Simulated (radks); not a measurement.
Values are calculated unless marked as measured or tabulated.
Task: Valence configurations of C I (all share [He]). Code: a radial shooting solver on a logarithmic mesh with Libxc functionals. Model: Dirac Kohn-Sham, PBE, spin-unpolarised, spherical densities, finite nucleus; open shells fill j = l - 1/2 first; Fermi nuclear charge, rms radius 2.4702 fm. Order these by energy: 2s2 2p2; 2p4; 2s1 2p3; 2s1.5 2p2.5; 2s0.5 2p3.5.

Result: From the lowest, in eV above it: 2s2 2p2 0.000; 2s1.5 2p2.5 4.237; 2s1 2p3 8.481; 2s0.5 2p3.5 12.729; 2p4 16.981. NIST lists [He] 2s2 2p2 as the ground configuration; this level of theory agrees among the configurations tried. The energies are those of spherical spin-averaged densities, not of single terms.
